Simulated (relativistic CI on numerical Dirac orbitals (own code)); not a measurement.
# Spin-allowed bands of a d8 ion in an octahedral site, by hand

Problem. A d8 ion in an octahedral site has a 3A2 ground term and spin-allowed bands at ν1 = 9850 and ν2 = 15983 cm⁻¹ (from a computed ligand-field model). Find Δ and the Racah parameter B, and predict the third band.

Working.
1. The F term splits into A2 (−1.2Δ), T2 (−0.2Δ) and T1 (+0.6Δ), so ν1 = E(T2) − E(A2) = Δ = 9850 cm⁻¹.
2. T1(F) mixes with T1(P), which lies at 15B, through an element 0.4Δ. The two roots, counted from A2, are ν2,3 = ½(15B + 3Δ) ∓ ½√[(15B − Δ)² + 12BΔ].
3. Solving the lower root for B gives B = (2ν1² + ν2² − 3ν1ν2)/(15ν2 − 27ν1) = -22796361/-26205 = 870 cm⁻¹.
4. The sum of the roots is 15B + 3Δ, so ν3 = 15B + 3ν1 − ν2 = 26616 cm⁻¹ (376 nm).

Check. The bands were computed by exact diagonalisation of the d8 shell with B = 870 and Δ = 9850 cm⁻¹, which gives ν3 = 26617 cm⁻¹. C does not enter the terms of highest spin.
